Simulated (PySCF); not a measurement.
CF2InNO. Atoms are numbered in the order given.

```xyz
6

In     0.0067    -0.5364     0.0000
F     -1.8953    -0.9341     0.0000
F      1.2450    -2.0260     0.0000
N      0.7184     1.3485     0.0000
C      0.2430     2.4699     0.0000
O     -0.1200     3.5831     0.0000
```
Charge 0, spin multiplicity 1.

Geometry optimised at r2SCAN-D4/def2-SVP. The structure was generated by enumeration; whether it is a known compound was not checked. The def2 effective core potentials stand for the cores of In; spin–orbit coupling is left out. Other conformers were not sampled.

Level of theory: B3LYP/def2-TZVP run with PySCF.

ESP charges are fitted to the potential on shells at 1.4 to 2.0 van der Waals radii. Atomic charges (e):

```
atom  Löwdin  ESP fit
----  ------  -------
In1     0.65      [?]
F2     -0.23      [?]
F3     -0.22      [?]
N4     -0.04      [?]
C5     -0.35     0.58
O6      0.19    -0.34
```

Question: Fill in the missing entries. (The exact figures need the calculation; the answer reports its results.)

Answer: 
- In1, ESP fit: 1.32
- F2, ESP fit: -0.47
- F3, ESP fit: -0.45
- N4, ESP fit: -0.64
